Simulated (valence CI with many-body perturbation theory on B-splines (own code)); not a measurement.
**Sb⁺: electric-dipole lines**

Computed by valence CI with perturbative core correlation (CI+MBPT): four valence electrons over a frozen Dirac-Fock core [Kr] 4d10, radial functions for each j: 11 s, 11 p, 10 d, 8 f, 5 g, 2 h, with the one-electron correlation potential Σ1, the two-electron term Σ2, the three-electron term Σ3, Breit, model QED; selected CI, second order for the rest, scaled by the run's own slope (own B-spline code, finite nucleus).

Against 27 measured levels this calculation errs by 129 cm⁻¹ on average and by 345 at most. These come from a selection out of the NIST Handbook of Basic Atomic Spectroscopic Data. Levels without a partner in it may be off by more. Among the levels kept, up to 800 cm⁻¹ of a level comes from second order outside the variational space, and about a tenth of that is noise between levels of different J, which matters for small intervals.

Lines 251 to 300 of 511 in falling wavelength, among levels below 124632 cm⁻¹, chosen from the strongest by gf and those to the six lowest levels. Wavelengths and rates use the calculated energies, so an error of 100 cm⁻¹ moves a line at 6192 Å by 0.62 % and its rate by three times that or more. Electric multipoles are in the length gauge, E1 and E2 with the static RPA response of the core. Weak lines are less certain than strong ones. Lines between different terms over intervals too small for the method are left out, as are lines whose strength nearly cancels and 1 of this kind that miss the measured wavelength by over 7 %. Where a level lies close to another of its J and parity, the split of strength between their lines is uncertain.

Levels are named by their leading jj configuration (3d3/2^4 stands for four electrons in 3d with j = 3/2), which in mixed levels can hold well under half, so a name can repeat and another be missing. Letters in brackets count levels of one name in rising energy.

```
λ vac (Å)  λ from measured levels                       Upper                       Lower   A (s⁻¹)  log gf  Branch %
     6693                              (5s^2 5p1/2 8d3/2) J=2      (5s^2 5p1/2 7p1/2) J=1  1.14e+07   -0.42      17.4
     6631                                 (5s^2 5p1/2 7s) J=1      (5s^2 5p1/2 6p3/2) J=1  1.05e+07   -0.68       2.0
     6579                              (5s^2 5p3/2 6p1/2) J=1         (5s^2 5p3/2 6s) J=2  9.84e+06   -0.72      10.9
     6567                          (5s 5p1/2 5p3/2^2) J=2 [c]      (5s^2 5p1/2 6p1/2) J=1  1.22e+07   -0.40       0.3
     6550                              (5s^2 5p1/2 6d5/2) J=2      (5s^2 5p3/2 6p1/2) J=1  6.83e+06   -0.66       0.5
     6458                              (5s^2 5p1/2 6f7/2) J=3      (5s^2 5p1/2 6d5/2) J=2  7.89e+06   -0.46      11.1
     6345                                 (5s^2 5p3/2 7s) J=2      (5s^2 5p3/2 6p1/2) J=2  3.64e+07    0.04       9.6
     6291                              (5s^2 5p1/2 6f7/2) J=4      (5s^2 5p1/2 6d5/2) J=3  1.74e+07   -0.03      25.9
     6283                                 (5s^2 5p3/2 7s) J=2      (5s^2 5p3/2 6p3/2) J=3  5.15e+07    0.18      13.6
     6237                              (5s^2 5p3/2 6p3/2) J=1  (5s 5p1/2 5p3/2^2) J=1 [a]  1.82e+07   -0.50      17.4
     6192                    6132      (5s^2 5p3/2 6p3/2) J=3         (5s^2 5p3/2 6s) J=2  5.94e+07    0.38      65.2
     6179                              (5s^2 5p1/2 6f5/2) J=2      (5s^2 5p1/2 6d3/2) J=1  8.58e+06   -0.61      12.3
     6149                              (5s^2 5p1/2 6g7/2) J=3      (4f5/2 5s^2 5p1/2) J=2  2.13e+07   -0.07      47.2
     6135                              (5s^2 5p1/2 6g9/2) J=4      (4f7/2 5s^2 5p1/2) J=3  1.39e+07   -0.15      25.3
     6133                              (5s^2 5p3/2 6p1/2) J=2         (5s^2 5p3/2 6s) J=2  6.65e+07    0.27      66.5
     6132                              (5s^2 5p1/2 6g9/2) J=5      (4f7/2 5s^2 5p1/2) J=4  2.37e+07    0.17      62.1
     6123                              (5s^2 5p1/2 6p3/2) J=1         (5s^2 5p1/2 6s) J=1  1.74e+07   -0.53      16.9
     6069                    6007      (5s^2 5p1/2 6p3/2) J=2         (5s^2 5p1/2 6s) J=1  7.33e+07    0.31      78.2
     6065                              (5s^2 5p3/2 7d5/2) J=4      (4f7/2 5s^2 5p1/2) J=3  8.02e+06   -0.40      13.0
     6042                              (5s^2 5p1/2 6g7/2) J=4      (4f5/2 5s^2 5p1/2) J=3  2.23e+07    0.04      57.1
     6006                              (5s^2 5p1/2 6f5/2) J=3      (5s^2 5p1/2 6d3/2) J=2  8.57e+06   -0.49      11.7
     5987                              (5s^2 5p1/2 6f7/2) J=3      (5s^2 5p1/2 6d3/2) J=2  8.13e+06   -0.51      11.5
     5972                              (5s^2 5p1/2 6p3/2) J=1         (5s^2 5p1/2 6s) J=0  5.61e+07   -0.05      54.5
     5955                              (5s^2 5p1/2 6p1/2) J=0         (5s^2 5p1/2 6s) J=1  7.65e+07   -0.39      73.2
     5917                    5983      (5s^2 5p3/2 6p3/2) J=2  (5s 5p1/2 5p3/2^2) J=1 [a]  1.30e+07   -0.47      12.3
     5838                              (4f7/2 5s^2 5p1/2) J=4      (5s^2 5p3/2 5d3/2) J=3  3.55e+07    0.21      12.7
     5784                                 (5s^2 5p3/2 7s) J=1      (5s^2 5p3/2 6p1/2) J=1  6.09e+07   -0.04       8.5
     5776                                 (5s^2 5p1/2 7s) J=1      (5s^2 5p1/2 6p1/2) J=1  3.35e+07   -0.30       6.3
     5703                              (5s^2 5p3/2 6d5/2) J=1      (5s^2 5p3/2 6p3/2) J=0  3.38e+07   -0.31       3.1
     5691                              (5s^2 5p3/2 6p3/2) J=1         (5s^2 5p3/2 6s) J=2  4.82e+07   -0.15      46.2
     5597                    5570      (5s^2 5p3/2 6p3/2) J=2         (5s^2 5p3/2 6s) J=1  5.96e+07    0.15      56.5
     5424                    5383      (5s^2 5p3/2 6p3/2) J=2         (5s^2 5p3/2 6s) J=2  1.56e+07   -0.46      14.8
     5407                              (5s^2 5p1/2 6d3/2) J=2      (5s^2 5p1/2 6p3/2) J=2  1.04e+07   -0.64       1.7
     5399                              (5s^2 5p3/2 6d5/2) J=2      (5s^2 5p3/2 6p3/2) J=2  2.79e+07   -0.21       2.4
     5364                              (5s^2 5p1/2 6d3/2) J=2      (5s^2 5p1/2 6p3/2) J=1  3.33e+07   -0.14       5.5
     5335                              (5s^2 5p1/2 6d3/2) J=1      (5s^2 5p1/2 6p1/2) J=0  4.62e+07   -0.23       2.8
     5233                              (5s^2 5p3/2 6d5/2) J=3      (5s^2 5p3/2 6p3/2) J=2  1.12e+08    0.51      10.1
     5208                              (5s^2 5p3/2 6d5/2) J=4      (5s^2 5p3/2 6p3/2) J=3  1.47e+08    0.73     100.0
     5178                              (5s^2 5p3/2 6d3/2) J=1      (5s^2 5p3/2 6p3/2) J=1  8.39e+07    0.00       8.5
     5178                              (5s^2 5p3/2 6d3/2) J=0      (5s^2 5p3/2 6p3/2) J=1  1.07e+08   -0.37      12.1
     5177                              (5s^2 5p1/2 6d5/2) J=3      (5s^2 5p1/2 6p3/2) J=2  1.37e+08    0.58      20.3
     5164                              (4f7/2 5s^2 5p1/2) J=3      (5s^2 5p1/2 5d5/2) J=2  7.78e+07    0.34      26.1
     5158                              (5s^2 5p3/2 6d5/2) J=2      (5s^2 5p3/2 6p3/2) J=1  5.35e+07    0.03       4.7
     5073                              (5s^2 5p1/2 6d5/2) J=2      (5s^2 5p1/2 6p3/2) J=2  1.79e+07   -0.46       1.3
     5058                              (5s^2 5p3/2 6d3/2) J=3      (5s^2 5p3/2 6p1/2) J=2  9.56e+07    0.41      11.7
     5051                              (5s^2 5p1/2 6p3/2) J=1  (5s 5p1/2 5p3/2^2) J=2 [b]  1.87e+07   -0.67      18.1
     5035                              (5s^2 5p1/2 6d5/2) J=2      (5s^2 5p1/2 6p3/2) J=1  8.35e+07    0.20       6.1
     5026                              (5s^2 5p3/2 6d3/2) J=2      (5s^2 5p3/2 6p1/2) J=2  4.37e+07   -0.08       3.5
     5018                              (5s^2 5p3/2 6d3/2) J=3      (5s^2 5p3/2 6p3/2) J=3  4.45e+07    0.07       5.4
     5004                              (4f5/2 5s^2 5p3/2) J=3      (5s^2 5p3/2 5d3/2) J=2  1.23e+07   -0.49       3.7
```
